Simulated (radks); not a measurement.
Values are calculated unless marked as measured or tabulated.
Neutral terbium inside a hard spherical wall (all orbitals vanish at R), configuration held at [Xe] 4f9 6s2 and not refilled when levels cross. Level of theory: scalar-relativistic Kohn-Sham, r2SCAN, spin-polarised, spherical densities, finite nucleus; open shells are filled with parallel spins first (spin-orbit coupling, left out, can overturn this in heavy ions); meta-GGA in the generalised Kohn-Sham scheme; Fermi nuclear charge, rms radius 5.06 fm (a radial shooting solver on a logarithmic mesh with Libxc functionals). Eigenvalues in eV for spin up, with the zero of energy where the potential of the charges vanishes at infinity; a dash marks a level that is unbound or too diffuse for the functional's potential to be trusted. A positive occupied level is held by the wall or, in an anion where self-interaction has pushed it up, behind a barrier. The pressure on the wall is -dE/dV.

| R (bohr) | E (hartree) | kinetic (hartree) | e(5s) | e(5p) | e(4f) | e(6s) | e(5d, empty) | e(6p, empty) | pressure (GPa) |
|---|---|---|---|---|---|---|---|---|---|
| 20 | -11709.4290 | 12601.616 | -50.159 | -26.613 | -4.903 | -3.897 | -1.372 | -1.087 | < 0.0001 |
| 15 | -11709.4290 | 12601.616 | -50.154 | -26.609 | -4.899 | -3.895 | -1.369 | -1.082 | 0.000205 |
| 12 | -11709.4286 | 12601.620 | -50.117 | -26.572 | -4.861 | -3.869 | -1.337 | -1.022 | 0.00640 |
| 8 | -11709.4101 | 12601.740 | -49.399 | -25.866 | -4.152 | -3.267 | -0.686 | 0.121 | 0.641 |
| 7 | -11709.3814 | 12601.882 | -48.754 | -25.238 | -3.512 | -2.592 | -0.073 | 1.287 | 2.09 |
| 5 | -11709.1162 | 12602.911 | -45.840 | -22.474 | -0.528 | 2.119 | 3.110 | 8.709 | 29.2 |
| 4 | -11708.5105 | 12605.155 | -42.215 | -19.067 | 3.483 | 11.039 | 7.807 | 21.327 | 159 |
| 3 | -11705.8947 | 12614.879 | -32.445 | -9.032 | 15.262 | 42.169 | 22.235 | 60.467 | 1430 |
| 2 | -11687.6669 | 12674.905 | 10.779 | 41.433 | 61.035 | 194.37 | 90.197 | 230.76 | 27300 |
| 1.5 | -11637.6096 | 12824.671 | 113.56 | 160.74 | 135.92 | 500.79 | 234.30 | 554.85 | 201000 |
